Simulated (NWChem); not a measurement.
C2H7NOSi, singlet; SMILES CN(C)[Si]O

```xyz
12

Si    -0.7966     0.9156     0.0001
O      0.4605     2.0175    -0.0011
H      1.3893     1.7611    -0.0049
N      0.0045    -0.6376     0.0000
C     -0.8310    -1.8169    -0.0028
C      1.4117    -0.9375     0.0008
H     -0.6532    -2.4443    -0.8964
H     -0.6532    -2.4482     0.8880
H     -1.8942    -1.5258    -0.0022
H      1.7035    -1.5296     0.8886
H      1.7078    -1.5185    -0.8930
H      2.0200    -0.0204     0.0084
```
Atoms are numbered in this order, from 1.

Results from NWChem. Pople sets run with spherical d functions. Low-valent species are run as closed-shell singlets; no triplet was tried in these runs. Geometry: optimised at PBE0/def2-SVP. Static field.

Question: Taking PBE0/aug-cc-pVDZ as the yardstick, which of these has the fewest basis functions while keeping “isotropic polarisability (bohr³)” within 2 % of it: PBE0/def2-SVPD; PBE0/def2-SVP; PBE0/6-31G*; PBE0/6-31+G*?

Answer: none of them.
| level | basis functions | isotropic polarisability (bohr³) | relative time (rough) |
|---|---|---|---|
| PBE0/6-31G* | 88 | 59.0 | 1 |
| PBE0/6-31+G* | 108 | 66.2 | 2 |
| PBE0/def2-SVP | 109 | 59.4 | 1 |
| PBE0/def2-SVPD | 163 | 69.8 | 4 |
| PBE0/aug-cc-pVDZ | 182 | 71.7 | 7 |

The yardstick is one finite set, not the basis-set limit.
